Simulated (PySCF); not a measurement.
# Unknowns

- NMR shieldings at PBE0/pcSseg-1/GIAO
- geometry: GFN2-xTB
- program: PySCF 2.14
- isolated molecule, averaged over atoms made equivalent by symmetry, fast rotation or ring inversion, no relativistic terms, one computed conformer

Scale: TMS for ¹H, ¹³C (reference shieldings calculated alike). Splittings of carbon signals by F and P are missing where no couplings were computed. Where no couplings were computed, multiplicities follow the n + 1 count of equivalent neighbours, and m marks all less simple cases (inequivalent or close neighbours, rings, F or P nearby). Shifts are as computed. Against solution values, carbons near 30 ppm lie about +3 ppm off and those near 130 ppm about +5 ppm. Of 1211 compounds with measured shifts, 218 miss one by over three times the rms of a fit or turn the order of signals round; such compounds aren't used in these exercises.

**Question.** C8H9F3. ¹H NMR (600 MHz, computed): δ 6.72 (m, 1H), 6.59 (m, 1H), 6.52 (m, 1H), 5.70 (m, 1H), 5.69 (m, 1H), 5.63 (m, 1H), 5.60 (m, 1H), 2.99 (m, 2H). ¹³C{¹H} NMR (computed): δ 145.7 (CH), 144.6 (C), 140.9 (CH), 140.6 (CH), 134.9 (C), 131.6 (CH2), 127.4 (CH2), 40.9 (CH2). Give a structure.

**Answer.** `C=C/C=C/C(=C)CC(F)(F)F`. The formula gives 3 degrees of unsaturation (no ring in the answer). 8 carbon signals for 8 carbons: no two carbons are equivalent. Carbon types of the structure: 2 × C, 3 × CH, 3 × CH2, which accounts for all hydrogens. δC 145.7, 140.9, 140.6: alkene CH; as expected for a trigonal carbon in a double bond. δC 144.6: fully substituted alkene carbon; as expected for a trigonal carbon in a double bond. δC 134.9: CF3 carbon; 3 electronegative neighbours deshield it. δC 131.6, 127.4: terminal =CH2 carbon; the olefinic region.

This is the structure that produced the data.

**Question.** C8H9F3. ¹H NMR (300 MHz, computed): δ 6.31 (m, 1H), 5.67 (d, 1H), 3.32 (m, 2H), 2.56 (m, 2H), 1.08 (t, 3H). ¹³C{¹H} NMR (computed): δ 158.3, 134.7, 113.3, 92.9, 89.7, 30.5, 29.8, 16.0. Give a structure.

**Answer.** SMILES CC/C=C\C#CCC(F)(F)F. Rings plus π bonds: 3 (no ring in the answer). 8 carbon signals for 8 carbons: no two carbons are equivalent. Carbon types of the structure: 3 × C, 2 × CH, 2 × CH2, 1 × CH3, which accounts for all hydrogens. δC 158.3, 113.3: alkene CH; the olefinic region. δC 134.7: CF3 carbon; 3 electronegative neighbours deshield it. δC 92.9, 89.7: alkyne carbon; the triple bond shields along its axis, which puts it between sp3 and sp2 carbons. δH 2.56: hydrogen on an allylic sp3 CH2; allylic position.

The shifts were computed for this structure.
